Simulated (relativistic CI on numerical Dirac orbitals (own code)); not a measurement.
# Hyperfine structure of Ni¹⁴⁺, mass number 61

Computed by Dirac-Coulomb-Breit CI, separate exchange-only KLI orbitals for each configuration, a model potential for QED, unscaled Slater integrals (own radial code, finite nucleus).

CI space (outside the closed core [Ne]): 3s2 3p2, 3s 3p3, 3s2 3p 3d, 3p4, 3s 3p2 3d, 3p3 3d, 3s 3p 3d2, 3s2 3p 4s, 3s2 3d 4p, 3p3 4s, 3s2 3p 4p, 3p3 4p, 3s 3p 3d 4s, 3s2 3d2, 3s 3d3, 3p2 3d2, 3p 3d3, 3p 3d2 4s, 3p 3d2 4p, 3s2 3d 4s, 3s 3d2 4s. Double excitations out of closed p, d and f shells are left out; levels of such configurations are missing from the list, as are those of other unlisted configurations, and high levels can miss mixing partners.

Nuclear spin I = 3/2, μ = -0.74965 μN, Q = 0.162 b (tables of Stone and Pyykkö). The electronic factors are computed for point nuclear moments, without core polarisation or the Bohr-Weisskopf and QED corrections.

| Level | E (cm⁻¹) | A (MHz) | B (MHz) |
| --- | --- | --- | --- |
| 3s2 3p2 3P_1 | 14619 | 29.17 | 907 |
| 3s2 3p2 3P_2 | 27448 | -4902 | -1180 |
| 3s2 3p2 1D_2 | 65049 | -4693 | 2990 |
| 3s 3p3 5S°_2 | 250090 | -14320 | 9.68 |
| 3s 3p3 3D°_1 | 335336 | 7977 | 789 |
| 3s 3p3 3D°_2 | 335614 | -8233 | 1500 |
| 3s 3p3 3D°_3 | 340584 | -12810 | -201 |
| 3s 3p3 3P°_1 | 386814 | -17360 | -872 |

Levels with J = 0, under 50 % of one LS term, or S terms without an open s electron are left out. Small factors come from cancelling terms and can be off by tens of per cent or more.

At this charge energies of transitions that change n are usually good to better than 1 %, and those within a shell (Δn = 0) to a few per cent.

Problem. Give the hyperfine levels of 3s2 3p2 3P_2 relative to its centre of gravity.

Solution. With K = F(F + 1) − I(I + 1) − J(J + 1), E = AK/2 + B[¾K(K + 1) − I(I + 1)J(J + 1)]/[2I(2I − 1)J(2J − 1)]: F = 1/2: 21020, F = 3/2: 14710, F = 5/2: 3190, F = 7/2: -15000 MHz.

LS names give the leading component of a level, which can be under half, so a name can repeat, a term be missing and a line seem to break the LS rules.
